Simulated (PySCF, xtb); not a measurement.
H3InSe, SMILES [SeH][InH2].

Harmonic wavenumbers (cm⁻¹) from GFN2-xTB run with xtb 6.7.1 at its own minimum, in rising order: 151, 223, 256, 392, 513, 609, 1428, 1535, 2003.

Question: What does PBE0-D3(BJ)/def2-TZVP (PySCF) give at its own minimum? (An estimate is asked for; the answer gives what the named calculation found.)

Answer: 240, 323, 342, 514, 571, 603, 1846, 1857, 2446. Paired by order, the mean absolute difference is 183 cm⁻¹ and the zero-point energies are 10.2 and 12.5 kcal/mol.
